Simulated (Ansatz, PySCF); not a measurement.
C2NiO2, SMILES [O+]#[C-]->[Ni]<-[C-]#[O+], multiplicity 1. Atoms are numbered in the order given.

```xyz
5

Ni    -0.0035     0.4282     0.0000
O     -0.0002    -0.7957    -2.6132
C     -0.0018    -0.2012    -1.6313
O     -0.0002    -0.7957     2.6132
C     -0.0018    -0.2012     1.6313
```

Coordinates come from a B3LYP-D3(BJ)/def2-SVP optimisation. The spin state was assumed, not searched.

Two levels are set side by side: PBE-D3(BJ)/def2-SVP (Ansatz, a quantum-chemistry and plane-wave program) and B3LYP-D3(BJ)/def2-SVP (Ansatz). Each level has its own optimised geometry; the coordinates shown are those of the second. Frequencies come from the Hessian of PySCF at each geometry. Differences are taken from unrounded values.

```
quantity                            B3LYP-D3(BJ)  PBE-D3(BJ)  PBE-D3(BJ) minus B3LYP-D3(BJ)
----------------------------------  ------------  ----------  -----------------------------
mean bond length (Å)                       1.448       1.451                          0.003
bond Ni1–C3 (Å)                            1.749       1.739                         -0.010
bond Ni1–C5 (Å)                            1.749       1.739                         -0.010
bond O2–C3 (Å)                             1.148       1.163                          0.015
bond O4–C5 (Å)                             1.148       1.163                          0.015
highest harmonic wavenumber (cm⁻¹)          2185        2098                            -87
mean harmonic wavenumber (cm⁻¹)              751         743                             -8
zero-point energy (kcal/mol)                9.66        9.56                          -0.11
```
